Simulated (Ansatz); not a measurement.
Stepwise reaction of `[OH][W]([OH])([OH])([F])=[S]` with hydrogen fluoride, as a gas-phase model of exchange steps in deposition or etching. ΔE in kJ/mol; ΔG adds harmonic PBE0-D4 terms to CCSD(T)/CBS, at 1 bar.

Gas-phase electronic energies from Ansatz, PBE0-D4/def2-TZVP geometries. CCSD(T)/CBS is the MP2 limit (def2-TZVPP, def2-QZVPP) plus CCSD(T) − MP2 in def2-TZVPP, frozen cores. This one scheme is used for every species. Functionals use def2-TZVPP. B3LYP here is the variant with VWN-RPA as its local correlation; programs differ in this. def2 core potentials past Kr. For W outer-core shells are correlated without core-valence functions, which leaves a few kJ/mol of doubt a bond. One conformer a species, not always the lowest.

```
step                                                                    reaction  PBE-D4  B3LYP-D4  ωB97M-V  CCSD(T)/CBS  ΔG(400 K)
   1  `[OH][W]([OH])([OH])([F])=[S]` + H–F → `[OH][W]([OH])([F])([F])=[S]` + H₂O   -30.1     -29.6    -30.3        -23.2      -24.9
   2    `[OH][W]([OH])([F])([F])=[S]` + H–F → `[OH][W]([F])([F])([F])=[S]` + H₂O   -28.2     -28.4    -30.6        -23.7      -26.1
   3      `[OH][W]([F])([F])([F])=[S]` + H–F → `[F][W]([F])([F])([F])=[S]` + H₂O   -30.8     -29.4    -30.3        -24.6      -18.2
```

By hand: ΔE of the 3 steps together at CCSD(T)/CBS.

(-23.2) + (-23.7) + (-24.6) = -71.5 kJ/mol, or -23.8 kJ/mol a step.

In ΔE the steps differ by no more than 1.4 kJ/mol. All are downhill at CCSD(T)/CBS. ΔG lies between -26.1 and -18.2 kJ/mol a step. PBE-D4 differs from CCSD(T)/CBS by -6.9 to -4.5 kJ/mol a step. Only this route is followed, and other bonds may react first. Isolated molecules leave out the surface, adducts and barriers. Largest T1 diagnostic: 0.022.
